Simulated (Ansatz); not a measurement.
Dissociation curve of SMILES [BH3-][OH2+] (H5BO). The B1–O5 bond (B1 also carries H, H, H; O5 carries H, H) is varied alone, starting from the PBE0/def2-TZVP optimised geometry.

Calculation: CCSD(T) on UHF/cc-pVTZ, frozen core (Ansatz, a program for electronic structure).

Question: Relative to R = 1.69 Å, what are the energies at R = 1.59, 3.07, 3.79, 5.04 Å?

Answer: 2.4 mEh at 1.59 Å, 33.6 mEh at 3.07 Å, 38.5 mEh at 3.79 Å, 41.3 mEh at 5.04 Å.
